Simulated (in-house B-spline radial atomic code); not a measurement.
Solving the quasi-particle equation for 2s of neutral beryllium

Configuration [He] 2s2, start PBE, empty levels kept to 600 hartree. Computed with an all-electron radial atomic-structure program (B-spline basis): all electrons, non-relativistic, point nucleus, each spin shell either full or empty, empty states to l = 9 with an (l + 1/2)⁻⁴ tail; G0W0 by contour deformation at full frequency.

At the mean-field level ε = -5.609 eV the matrix elements are Σx = -10.335 eV, v_xc = -7.601 eV and Σc(ε) = -1.395 eV, and the slope of the correlation self-energy is dΣc/dω = -0.2090. The quasi-particle energy solves E = ε + Σx − v_xc + Σc(E).

**Question.** What does the linearised equation give?

**Answer.** Z = 1/(1 − dΣc/dω) = 1/1.2090 = 0.8271. The first-order shift is Σx − v_xc + Σc(ε) = -10.335 − (-7.601) + (-1.395) = -4.129 eV, so E ≈ ε + Z × shift = -5.609 + 0.8271 × (-4.129) = -9.024 eV.

**Question.** How does that compare with the full solution and with static screening?

**Answer.** Solving the equation at full frequency dependence gives E = -8.949 eV, where Σc = -0.607 eV and the weight is 0.756; the linearised value is off by 75 meV; so low a weight means that a satellite takes much of the strength. Leaving Z out would give -9.738 eV. Static COHSEX puts -3.027 eV in place of Σc and gives -11.370 eV, 2.42 eV deeper. The tabulated removal energy is 9.323 eV (NIST, measured); the run leaves out relativity, Breit and QED terms.
